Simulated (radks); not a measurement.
Results of a calculation; reference values are marked as such.
Q: Numerical settings for the tantalum ion Ta3+, [Xe] 4f14 5d2. Code: a radial shooting solver on a logarithmic mesh with Libxc functionals. Model: scalar-relativistic Kohn-Sham, PBE, spin-polarised, spherical densities, finite nucleus; open shells are filled with parallel spins first (spin-orbit coupling, left out, can overturn this in heavy ions); Fermi nuclear charge, rms radius 5.3507 fm. The defaults (mesh step 0.008 in ln r, mesh end at 40 bohr or more with all orbitals vanishing there, Anderson mixing 0.5 over 9 steps, residual threshold near 1e-9 with the energy settled to 1e-9 hartree or 1e-11 of itself, here a cap of 59 iterations) give E = -15600.5863 hartree and 5d at -29.857 eV in 17 iterations. Run on one thread of a shared host, so times are rough (Arm Neoverse V1): 0.31 s of CPU time, 0.31 s wall, 17 iterations on 2213 mesh points. One setting is changed at a time: mesh step in ln r 0.12; mesh step in ln r 0.012; mesh step in ln r 0.003; mesh end (bohr) 3; mesh end (bohr) 12; residual threshold 1e-13; residual threshold 1e-05; mixing 2.5; linear mixing, mixing 0.2; linear mixing, mixing 0.5; mixing history 2; iteration cap 5. Which runs fail to converge, and which converge to a wrong energy?

A: Not converged within the cap: mesh step in ln r 0.12; linear mixing, mixing 0.2; iteration cap 5. Settings that end as converged yet miss the energy by more than 1 mhartree: mesh end (bohr) 3 (+0.393 hartree).
